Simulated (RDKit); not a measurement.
Input for RDKit: UFF on CH7AsSi (SMILES C[SiH2][AsH2]), a point of a torsion scan.

```python
from rdkit import Chem
from rdkit.Chem import AllChem, rdDetermineBonds

blocks = [
'''10

C    -1.13267333    0.67846900    0.05471860
Si   -0.13723620   -0.93971379   -0.07750575
As    2.16726864   -0.54415275   -0.01452483
H    -2.20293710    0.49753661    0.06083450
H    -0.91291127    1.34033938   -0.77956528
H    -0.88124186    1.20926593    0.97014875
H    -0.54888228   -1.63849981   -1.30638170
H    -0.51878527   -1.80391479    1.05459287
H     1.98654609    0.94152778    0.11612837
H     2.24829334   -0.37636715   -1.50428416
''',
]
mol = None
for b in blocks:
    f = Chem.MolFromXYZBlock(b)
    rdDetermineBonds.DetermineBonds(f, charge=0)
    mol = f if mol is None else Chem.CombineMols(mol, f)
Chem.SanitizeMol(mol)
print(Chem.MolToSmiles(Chem.RemoveHs(mol)))
ff = AllChem.UFFGetMoleculeForceField(mol, vdwThresh=100.0, ignoreInterfragInteractions=False)
e = ff.CalcEnergy()
print(f'UFF energy {e:.6f} kcal/mol')
```

Output:

```
C[SiH2][AsH2]
UFF energy 3.008050 kcal/mol
```

The run finished.

Cost: around 0.020 core-seconds (rough).
